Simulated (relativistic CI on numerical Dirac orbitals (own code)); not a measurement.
Computed by Dirac equation for one electron, model QED (radiative potential, 1s self-energy scaled to tabulated hydrogen-like ionisation energies) (own radial code, finite nucleus).

The strongest absorption lines from the ground level of an ion, among the configurations computed and to levels below about 3400 eV (vacuum wavelength in Å, gf): 3.6494 (0.01), 3.6958 (0.018), 3.7843 (0.038), 3.7847 (0.019), 3.9908 (0.1), 3.9919 (0.052), 4.7273 (0.55), 4.7328 (0.28).

**Question.** Which ion is it?
A. Si XIV
B. S XIV
C. S XVI
D. Ca XX

**Answer.** C. S XVI has 1 electrons and the ground level 1s 2S_1/2; the strongest line goes to 2p 2P°_3/2. The pattern of lines fixes the number of electrons, and along that sequence the line energies rise steadily with the charge (about as its square where n changes within one kind of shell, about linearly where n is kept but much faster in heavy ions where fine structure, which grows about as Z⁴, sets the gap, and irregularly where shells cross), which fixes Z. Configurations outside the model, such as inner-shell arrays, can give stronger lines.
